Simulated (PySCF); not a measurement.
C2Cl2O2Pt (SMILES [O+]#[C-]->[Pt]([Cl])([Cl])<-[C-]#[O+]), singlet, geometry from GFN2-xTB (such geometries of metal compounds can be far from the true shape) (core potentials on Pt).

Here is a job for PySCF.
```python
from pyscf import gto, scf, dft

mol = gto.Mole()
mol.atom = '''
    Pt    0.00000000    0.00000000   -0.00000000
    Cl    2.12263974   -0.92553606    0.00158690
    Cl   -2.12263974    0.92553606   -0.00158690
    O     1.14019065    2.79347552    0.02902722
    C     0.72643614    1.74604345    0.01820497
    O    -1.14019065   -2.79347552   -0.02902722
    C    -0.72643614   -1.74604345   -0.01820497
'''
mol.basis = 'def2-svp'
mol.ecp = {'Pt': 'def2-svp'}
mol.verbose = 4
mol.build()

mf = dft.RKS(mol)
mf.xc = 'r2scan'
mf = mf.density_fit(auxbasis='def2-universal-jkfit')
mf.kernel()
```

Q: What dipole moment does DF-R2SCAN/def2-SVP (PySCF) give?

A: 0.00 D

Q: What nuclear repulsion energy does DF-R2SCAN/def2-SVP give?

A: 497.8514 Eh

Q: What Mulliken (on the basis functions themselves) charges in atom order does DF-R2SCAN/def2-SVP give?

A: Pt1 0.05, Cl2 -0.31, Cl3 -0.31, O4 0.03, C5 0.25, O6 0.03, C7 0.25

Q: What HOMO energy does DF-R2SCAN/def2-SVP give?

A: -6.55 eV

Q: Estimate the total energy that DF-R2SCAN/def2-SVP returns for this input.

A: -1265.935856 Ha

Q: Roughly what does it cost on one core?

A: very roughly 23 core-seconds.
